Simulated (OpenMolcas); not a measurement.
## Multiconfigurational calculation on B+

Input:

```
&GATEWAY
Coord
1

B 0.0 0.0 0.0
Basis=ANO-RCC-VTZP
Group=XYZ
NoMove
AngMom=0.0 0.0 0.0
AMFI
&SEWARD
* reference wave functions (RASSCF and RASSI steps not shown): 2 electrons in 4 orbitals (2s 2p)
>>> COPY JOB001 $Project.JobIph
&CASPT2
Multistate=3 1 2 3
Frozen=0 0
IPEA=0.25
Shift=0.2
MaxIter=60
WThr=0.0 0.3 0.05
PrWF=0.5
NoMix
>>> COPY JOB002 $Project.JobIph
&CASPT2
Multistate=7 1 2 3 4 5 6 7
Frozen=0 0
IPEA=0.25
Shift=0.2
MaxIter=60
WThr=0.0 0.3 0.05
PrWF=0.5
NoMix
>>> COPY JOB003 $Project.JobIph
&CASPT2
Multistate=3 1 2 3
Frozen=0 0
IPEA=0.25
Shift=0.2
MaxIter=60
WThr=0.0 0.3 0.05
PrWF=0.5
NoMix
...
```

Output, cut to the results:

```
--- CASPT2 ---
Orbital specifications:
      -----------------------

      Symmetry species                           1   2
                                                ag  au
      Frozen orbitals                            0   0
      Inactive orbitals                          1   0
      Active orbitals                            1   3
      Secondary orbitals                        12  13
      Deleted orbitals                           0   0
      Number of basis functions                 14  16
Type of calculation                        MS-CASPT2
      Fock operator                              state-specific
      IPEA shift                                 0.25
      Real shift                                 0.20
      Imaginary shift                            0.00
      The input orbitals will be transformed to quasi-canonical
Reference energy:         -23.8406899094
      E2 (Non-variational):      -0.0322861218
      Shift correction:          -0.0007522684
      E2 (Variational):          -0.0330383902
      Total energy:             -23.8737282996
      Residual norm:              0.0000001025
      Reference weight:           0.99625
      Contributions to the CASPT2 correlation energy
      Active & Virtual Only:         -0.0064205485
      One Inactive Excited:          -0.0053389365
      Two Inactive Excited:          -0.0205266367
Reference energy:         -23.8406899094
      E2 (Non-variational):      -0.0322861218
      Shift correction:          -0.0007522684
      E2 (Variational):          -0.0330383902
      Total energy:             -23.8737282996
      Residual norm:              0.0000001025
      Reference weight:           0.99625
      Contributions to the CASPT2 correlation energy
      Active & Virtual Only:         -0.0064205485
      One Inactive Excited:          -0.0053389365
      Two Inactive Excited:          -0.0205266367
::    CASPT2 Root  1     Total energy:    -23.87372830
::    CASPT2 Root  2     Total energy:    -23.87372830
::    CASPT2 Root  3     Total energy:    -23.87372830
::    MS-CASPT2 Root  1     Total energy:    -23.87372830
::    MS-CASPT2 Root  2     Total energy:    -23.87372830
::    MS-CASPT2 Root  3     Total energy:    -23.87372830
--- CASPT2 ---
Orbital specifications:
      -----------------------

      Symmetry species                           1   2
                                                ag  au
      Frozen orbitals                            0   0
      Inactive orbitals                          1   0
      Active orbitals                            1   3
      Secondary orbitals                        12  13
      Deleted orbitals                           0   0
      Number of basis functions                 14  16
Type of calculation                        MS-CASPT2
      Fock operator                              state-specific
      IPEA shift                                 0.25
      Real shift                                 0.20
      Imaginary shift                            0.00
      The input orbitals will be transformed to quasi-canonical
Reference energy:         -24.2983038541
      E2 (Non-variational):      -0.0268927381
      Shift correction:          -0.0005649844
      E2 (Variational):          -0.0274577225
      Total energy:             -24.3257615766
      Residual norm:              0.0000000951
      Reference weight:           0.99718
      Contributions to the CASPT2 correlation energy
      Active & Virtual Only:         -0.0041950975
      One Inactive Excited:          -0.0034759639
      Two Inactive Excited:          -0.0192216768
Reference energy:         -23.7850781803
      E2 (Non-variational):      -0.0575438557
      Shift correction:          -0.0047380815
      E2 (Variational):          -0.0622819372
      Total energy:             -23.8473601175
      Residual norm:              0.0000004861
      Reference weight:           0.97686
      Contributions to the CASPT2 correlation energy
      Active & Virtual Only:         -0.0321895417
      One Inactive Excited:          -0.0048272304
      Two Inactive Excited:          -0.0205270835
::    CASPT2 Root  1     Total energy:    -24.32576158
::    CASPT2 Root  2     Total energy:    -23.84736012
::    CASPT2 Root  3     Total energy:    -23.84736044
::    CASPT2 Root  4     Total energy:    -23.84736003
::    CASPT2 Root  5     Total energy:    -23.84736397
::    CASPT2 Root  6     Total energy:    -23.84736023
::    CASPT2 Root  7     Total energy:    -23.72638096
::    MS-CASPT2 Root  1     Total energy:    -24.32589755
::    MS-CASPT2 Root  2     Total energy:    -23.84736453
::    MS-CASPT2 Root  3     Total energy:    -23.84736042
::    MS-CASPT2 Root  4     Total energy:    -23.84736005
::    MS-CASPT2 Root  5     Total energy:    -23.84736002
::    MS-CASPT2 Root  6     Total energy:    -23.84735977
::    MS-CASPT2 Root  7     Total energy:    -23.72624498
--- CASPT2 ---
Orbital specifications:
      -----------------------

      Symmetry species                           1   2
                                                ag  au
      Frozen orbitals                            0   0
      Inactive orbitals                          1   0
      Active orbitals                            1   3
      Secondary orbitals                        12  13
      Deleted orbitals                           0   0
      Number of basis functions                 14  16
Type of calculation                        MS-CASPT2
      Fock operator                              state-specific
      IPEA shift                                 0.25
      Real shift                                 0.20
      Imaginary shift                            0.00
      The input orbitals will be transformed to quasi-canonical
Reference energy:         -24.1263900696
      E2 (Non-variational):      -0.0286447909
      Shift correction:          -0.0007257911
      E2 (Variational):          -0.0293705820
...
```

Levels above the lowest, from the spin-orbit matrix with the multistate effective Hamiltonian, averaged by term, added to it:

| Configuration | Term | J | E (eV) | Measured (eV) | g | Term weight % |
| --- | --- | --- | --- | --- | --- | --- |
| 2s2 | 1S | 0 | 0.0000 | 0.0000 |  | 100 |
| 2s 2p | 3P* | 0 | 4.628 | 4.6290 |  | 100 |
| 2s 2p | 3P* | 1 | 4.629 | 4.6298 | 1.501 | 100 |
| 2s 2p | 3P* | 2 | 4.631 | 4.6318 | 1.501 | 100 |
| 2s 2p | 1P* | 1 | 9.389 | 9.1000 | 1.000 | 100 |
| 2p2 | 3P | 0 | 12.302 | 12.2634 |  | 100 |
| 2p2 | 3P | 1 | 12.303 | 12.2645 | 1.501 | 100 |
| 2p2 | 3P | 2 | 12.305 | 12.2662 | 1.501 | 100 |
| 2p2 | 1D | 2 | 13.022 | 12.6914 | 1.000 | 100 |
| 2p2 | 1S | 0 | 16.317 | 15.8280 |  | 100 |

Against the 9 measured excited levels shown (NIST Handbook of Basic Atomic Spectroscopic Data) the mean absolute deviation is 1100 cm-1; the largest miss in energy is 2p2 1S0: computed 16.317, measured 15.8280 eV (+3.1 %).

Measured partners are found by configuration, term and J. A level has none where our copy of the source lacks it or the pairing is in doubt (some pairs that miss far off the trend of their configuration count as doubtful), and it then counts in no deviation. Only configurations of the active space appear.

The term weight is that of the spin-free term in the level, not the purity of its configuration. * marks odd parity.
